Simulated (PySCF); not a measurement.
Compound: C₄H₁₀NSi₂ (doublet state).
SMILES with atom numbers: `[CH2:1]=[CH:2]/[CH:3]=[CH:4]\[N:5]([SiH2:6])[SiH3:7]` (hydrogens: H8, H9 on C1; H10 on C2; H11 on C3; H12 on C4; H13, H14 on Si6; H15, H16, H17 on Si7)

Cartesian coordinates in Å at the GFN2-xTB level; atoms count from 1:
```xyz
17
C4H10NSi2 angstrom
C      3.1076    0.3926    0.0464
C      1.8037    0.2650    0.2915
C      1.0671   -0.9478    0.0724
C     -0.2595   -1.1480    0.1652
N     -1.2743   -0.2357    0.3582
Si    -2.7046   -0.7558    1.2237
Si    -1.2119    1.4373   -0.1518
H      3.6823   -0.4154   -0.3762
H      3.6402    1.3049    0.2520
H      1.2605    1.0969    0.7188
H      1.6666   -1.8178   -0.1634
H     -0.6126   -2.1707    0.0793
H     -3.8763   -0.4032    0.4303
H     -2.5721   -2.1804    1.5103
H     -2.5789    1.7630   -0.5635
H     -0.2989    1.5330   -1.2840
H     -0.8459    2.2941    0.9788
```

Structure optimised with GFN2-xTB, isolated species. This method treats the open shell by occupation alone, without spin polarisation.

Masses are those of the commonest isotopes; rigid-rotor values at the optimised geometry. The values belong to one conformer with, in the numbering `[CH2:1]=[CH:2]/[CH:3]=[CH:4]\[N:5]([SiH2:6])[SiH3:7]`, C1–C2–C3–C4 -173°, C3–C4–N5–Si6 -149°, C4–N5–Si6–H -129° and -4°.

(1) What are A, B and C (MHz)?

(2) What kind of rotor is it?

(3) Is it planar, by Δ = Ic − Ia − Ib?

(4) Estimate the classical rotational partition function at 10 K, 50 K and 298.15 K.

Answers

(1) Ia = 153.98, Ib = 502.00, Ic = 622.97 u·Å²; 505379 MHz·u·Å²/I gives A = 3282, B = 1007, C = 811.2 MHz.

(2) An asymmetric top. Ray's parameter κ = (2B − A − C)/(A − C) = -0.842; −1 is the prolate and +1 the oblate limit.

(3) Not planar: Δ = Ic − Ia − Ib = -33.02 u·Å². For a rigid frame Δ = −2 Σ m c², so Σ m c² = 16.51 u·Å² lies off the ab plane: 6.18 from hydrogen and 10.33 from heavier atoms. The atom farthest from that plane is 1.21 Å away.

(4) Point group C1, symmetry number σ = 1; q = (√π/σ)·√((kT/h)³/(ABC)), k/h = 20836.6 MHz/K: 3260 at 10 K, 36400 at 50 K, 530000 at 298.15 K.

For this open shell read J as N, the rotation without spin; fine and hyperfine splittings come on top. Whether it is a minimum is left open (no frequencies). These are rigid-rotor constants of the computed structure; measured ground-state constants (B0) also hold zero-point vibration.
